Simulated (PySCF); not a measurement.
GeH5Si, SMILES [SiH3][GeH2] (connectivity only; charge and spin as stated), charge +1, multiplicity 1. Coordinates come from a PBE-D3(BJ)/def2-TZVP optimisation. The multiplicity is an assumed one; other spin states were not compared. The isomer is the one that the SMILES or the coordinates give; other isomers of the formula were not compared.

TDA-ωB97X/def2-SVPD in PySCF puts the lowest singlet excitations at 3.88, 4.98, 6.20, 6.21, 8.35, 8.36 eV.

Question: What are the lowest excitation roots from ADC(2)/aug-cc-pVDZ run with PySCF? (An estimate is asked for; the answer gives what the named calculation found.)

Answer: 4.03, 5.34, 6.47, 6.67, 8.49, 8.54 eV. S1 differs by 0.15 eV (second minus first; roots are paired by order, and the bases may differ).
